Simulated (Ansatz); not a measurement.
C2H5GeN (`[NH2][GeH]1[CH]=[CH]1`), relaxed with RKS PBE0-D4/def2-TZVP in Ansatz 0.2.0 from a PBE-D4/def2-SVP geometry. The force threshold is 0.005 eV/Å; the program also tests the step.

The species carries charge 0 and has multiplicity 1.

Start:

```xyz
9

N    -0.864    1.427   -0.703
Ge   -0.545   -0.221    0.099
C     1.141   -0.468    0.987
C     1.150   -1.068   -0.215
H    -1.423    2.041   -0.094
H    -1.398    1.322   -1.576
H    -1.778   -1.069    0.503
H     1.846   -0.321    1.822
H     1.870   -1.644   -0.821
```

(1) How much energy does the relaxation release, and in how many steps? (An estimate is asked.)

(2) Which bonds change most? (An estimate is asked.)

(3) Give the relaxed structure. (Estimate.)

Answers

(1) Computed: 0.05 eV, in 5 steps.

(2) Ansatz gave: N1–Ge2 from 1.861 to 1.840 Å; Ge2–C4 from 1.921 to 1.901 Å; Ge2–C3 from 1.921 to 1.901 Å; C4–H9 from 1.103 to 1.084 Å.

(3) Ansatz gave: 
```xyz
9

N    -0.878    1.400   -0.694
Ge   -0.540   -0.222    0.105
C     1.130   -0.469    0.979
C     1.140   -1.052   -0.211
H    -1.402    2.033   -0.102
H    -1.374    1.314   -1.571
H    -1.762   -1.059    0.506
H     1.832   -0.334    1.794
H     1.854   -1.611   -0.806
```
